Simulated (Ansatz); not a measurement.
One change: `[OH][Ga]([OH])[SH]` becomes `[OH][Ga]([OH])[SeH]`.

Ansatz, PBE0-D4/def2-TZVP geometries, multiplicity 1. Each molecule was computed in one conformer, which needn't be the lowest.

Scalar relativity is left out up to krypton. Spin–orbit coupling is left out; it splits and shifts lone-pair levels of the heavy atoms by tenths of an eV.

```json
{"property": "size of the dipole moment (ωB97M-V/def2-TZVPP) / D", "`[OH][Ga]([OH])[SH]`": "0.69"}
{"property": "LUMO energy (PBE0/def2-TZVPP) / eV", "`[OH][Ga]([OH])[SH]`": "-0.82"}
{"property": "HOMO energy (B3LYP/def2-TZVPP) / eV", "`[OH][Ga]([OH])[SH]`": "-7.62"}
{"property": "size of the dipole moment (PBE/def2-TZVPP) / D", "`[OH][Ga]([OH])[SH]`": "0.62"}
{"property": "HOMO–LUMO gap (B3LYP/def2-TZVPP) / eV", "`[OH][Ga]([OH])[SH]`": "6.44"}
{"property": "HOMO–LUMO gap (PBE0/def2-TZVPP) / eV", "`[OH][Ga]([OH])[SH]`": "7.06"}
```

Question: Give the same properties after the change, and the shifts. (An estimate is asked.)

Answer: Computed: 
```json
{"property": "size of the dipole moment (ωB97M-V/def2-TZVPP) / D", "`[OH][Ga]([OH])[SeH]`": "1.93", "shift": "1.24"}
{"property": "LUMO energy (PBE0/def2-TZVPP) / eV", "`[OH][Ga]([OH])[SeH]`": "-0.96", "shift": "-0.14"}
{"property": "HOMO energy (B3LYP/def2-TZVPP) / eV", "`[OH][Ga]([OH])[SeH]`": "-7.27", "shift": "0.35"}
{"property": "size of the dipole moment (PBE/def2-TZVPP) / D", "`[OH][Ga]([OH])[SeH]`": "1.83", "shift": "1.21"}
{"property": "HOMO–LUMO gap (B3LYP/def2-TZVPP) / eV", "`[OH][Ga]([OH])[SeH]`": "5.97", "shift": "-0.47"}
{"property": "HOMO–LUMO gap (PBE0/def2-TZVPP) / eV", "`[OH][Ga]([OH])[SeH]`": "6.56", "shift": "-0.50"}
```

With PBE0 the HOMO rises by 0.36 eV and the LUMO falls by 0.14 eV, so the gap narrows by about 0.50 eV. PBE moves the HOMO by 0.27 eV and ωB97M-V by 0.41 eV. Dipoles are sizes alone; their direction can turn.

B3LYP here is the variant with VWN-RPA as its local correlation; programs differ in this.
